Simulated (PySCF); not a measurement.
## Working out the ionisation energy of Nb

Nb [Kr] 4d4 5s1 (6D) → Nb⁺ [Kr] 4d4 (5D). Calculation: PySCF 2.14, in aug-cc-pwCVDZ-PP with ECP28MDF (6s6p5d3f, 70 functions); scalar relativity through the core potential. Frozen: nothing. Energies in hartree (1 hartree = 27.21139 eV):

```csv
part,Nb (lower),Nb⁺ (upper)
UHF,-56.148457,-55.928431
CCSD correlation,-0.335217,-0.308673
(T),-0.009627,-0.007337
```

**Question.** What does Hartree-Fock give?

**Answer.** (-55.928431) − (-56.148457) = 0.220026 hartree = 5.987 eV.

**Question.** What do CCSD and CCSD(T) give?

**Answer.** The CCSD correlation energies differ by 0.026544 hartree = 0.722 eV and the triples by 0.002290 hartree = 0.062 eV, so CCSD gives 6.709 eV and CCSD(T) 6.771 eV.

Measured between the centres of the two terms (NIST): 6.776 eV, so CCSD(T) (valence and next inner shell) is off by -0.005 eV.

A double-zeta basis recovers only part of the correlation energy.

What remains against the reference includes basis incompleteness and higher excitations.
